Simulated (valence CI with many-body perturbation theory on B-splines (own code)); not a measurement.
## Al IX: one-electron terms

Level of theory: relativistic CI+MBPT: three valence electrons over a frozen Dirac-Fock core [He], a basis of 11 s, 11 p, 9 d, 7 f, 5 g, 2 h, 1 i functions for each j, with the one-electron correlation potential Σ1 (screened to all orders), the two-electron term Σ2, the three-electron term Σ3, Breit, model QED; selected single and double excitations, second order for the rest, scaled by the run's own slope (own B-spline code, finite nucleus).

No measured levels were compared; by estimate levels of excited configurations hold to 0.05 to 0.15 % of their energy, terms of the ground configuration to about 0.5 %.

These are the spectroscopic orbitals of the CI (the correlating ones are not listed), shaped by the core and the other valence electrons. h is the expectation value of the core's Dirac-Fock operator, without the valence repulsion; Σ1 is computed up to l = 3 at one energy for each symmetry, that of its lowest orbital but kept below the first core excitation, so for empty shells it is not the orbital's own correlation shift; Breit and QED include the response of the core.

```
Orbital  h (hartree)  Σ1 (cm⁻¹)  Breit (cm⁻¹)  QED (cm⁻¹)  ⟨r⟩ (bohr)
  2s1/2      -16.196       -971           409         255      0.5371
  3s1/2      -6.9799       -216           109        69.8       1.285
  4s1/2      -3.8513      -78.1          41.5        26.6       2.389
  5s1/2       -2.439      -37.4          20.3        13.1       3.817
  2p1/2      -15.372      -2103           727       -22.9      0.4759
  3p1/2      -6.7294       -443           192        -6.0       1.263
  4p1/2      -3.7489       -165          75.9        -2.3       2.393
  5p1/2       -2.387      -79.9          37.7        -1.2       3.852
  2p3/2      -15.343      -2076           323        -8.9      0.4771
  3p3/2      -6.7211       -437          83.0        -2.2       1.264
  4p3/2      -3.7454       -163          32.5        -0.9       2.396
  5p3/2      -2.3853      -78.9          16.1        -0.4       3.855
  3d3/2      -6.5973       -139           3.7        -0.6       1.115
  4d3/2       -3.694      -59.3           2.0        -0.3       2.270
  5d3/2      -2.3591      -30.5           1.1        -0.1       3.754
  3d5/2       -6.595       -138           1.0         0.3       1.115
  4d5/2       -3.693      -59.0           0.5         0.1       2.271
  5d5/2      -2.3586      -30.4           0.3         0.1       3.755
  4f5/2      -3.6631       -9.6           0.0        -0.1       1.991
  5f5/2      -2.3447       -5.5           0.0        -0.1       3.486
  4f7/2      -3.6627       -9.5           0.0         0.1       1.991
  5f7/2      -2.3445       -5.4           0.0         0.0       3.486
  5g7/2      -2.3405                      0.0         0.0       3.054
  5g9/2      -2.3404                      0.0         0.0       3.054
```

Among the shells of the start configuration 2s2 2p1, Σ1 is largest in size for 2p1/2, where it is 0.062 % of h.

Lowest root of each symmetry, sizes in configuration state functions:

```
  J  Parity  Roots  Reference  Variational  Second order  Change by selected CI (cm⁻¹)  Change by second order (cm⁻¹)
1/2    even     13         50         9700         24575                         -3994                             -1
3/2    even     14         70        14323         52669                         -3988                             -1
5/2    even      9         66        14672         68247                         -3984                             -1
7/2    even      2         41         9700         62899                         -7224                             -4
9/2    even      1         23         6405         41627                         -8338                             -8
1/2     odd     12         48        10286         28015                         -7693                             -2
3/2     odd     16         72        15704         54729                         -7691                             -2
5/2     odd     10         62        16886         70862                        -13494                             -8
7/2     odd      5         43        13983         71177                         -7861                             -3
9/2     odd      2         20         9496         47412                         -7864                             -5
```
